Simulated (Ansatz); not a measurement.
Computed with Ansatz on PBE0-D4/def2-TZVP structures; ΔE is electronic, products minus reactants. CBS: MP2 limit from def2 TZ/QZ plus the TZ coupled-cluster correction, frozen cores. This one scheme is used for every species. Functionals use def2-TZVPP. HSE06 is defined as in plane-wave codes. Each species was taken in one conformer, which may not be the lowest.

`F[SiH2]B[SiH3]` + BH₃ → `BB[SiH2]F` + SiH₄  (formal exchange of groups at a B–Si bond)

`F[SiH2]B[SiH3]`:

Z-matrix (Å, degrees):
```
Si
B 1 1.996
F 1 1.608 2 113.1
H 1 1.490 2 109.7 3 119.7
H 1 1.489 2 110.6 3 -120.1
Si 2 2.004 1 125.2 3 1.9
H 2 1.199 1 115.5 3 178.3
H 6 1.488 2 114.2 1 -157.3
H 6 1.496 2 103.7 1 85.4
H 6 1.487 2 113.4 1 -31.5
```

BH₃:

Z-matrix (Å, degrees):
```
B
H 1 1.193
H 1 1.193 2 120.0
H 1 1.193 2 120.0 3 180.0
```

`BB[SiH2]F`:

```xyz
9

B    -1.772    0.025    0.081
B    -0.323   -0.550    0.492
Si    1.386    0.194   -0.247
F     1.159    1.407   -1.278
H    -2.285    0.933    0.675
H    -2.375   -0.396   -0.868
H    -0.150   -1.455    1.261
H     2.233    0.713    0.861
H     2.127   -0.870   -0.978
```

SiH₄:

Z-matrix (Å, degrees):
```
Si
H 1 1.485
H 1 1.485 2 109.5
H 1 1.485 2 109.5 3 -120.0
H 1 1.485 2 109.5 3 120.0
```

```
        level  ΔE (kJ/mol)  difference from CCSD(T)/CBS
  LDA (SPW92)        -53.6                        -23.0
    revPBE-D4        -41.4                        -10.8
    r2SCAN-D4        -43.9                        -13.3
       B97M-V        -47.3                        -16.7
      PBE0-D4        -38.4                         -7.8
   r2SCANh-D4        -41.9                        -11.3
     BHLYP-D4        -33.5                         -2.9
      ωB97X-V        -34.7                         -4.1
      ωB97M-V        -37.6                         -7.0
       B2PLYP        -37.0                         -6.4
     PBE-QIDH        -33.7                         -3.1
          PBE        -45.8                        -15.2
       revPBE        -43.4                        -12.8
        HSE06        -40.3                         -9.7
 MP2/def2-SVP        -32.1                         -1.5
MP2/CBS(def2)        -30.6                          0.0
  CCSD(T)/CBS        -30.6                            0
```

Largest T1 diagnostic among the species: 0.014.

From PBE to PBE0 (25 % exact exchange), in def2-TZVPP and without D4, ΔE moves by +5.6 kJ/mol. Leaving LDA and LC-ωPBE aside and taking each functional with its dispersion term where it has one, the values spread over 13.8 kJ/mol, from B97M-V to BHLYP-D4. LDA lies −7.8 kJ/mol from PBE without D4.
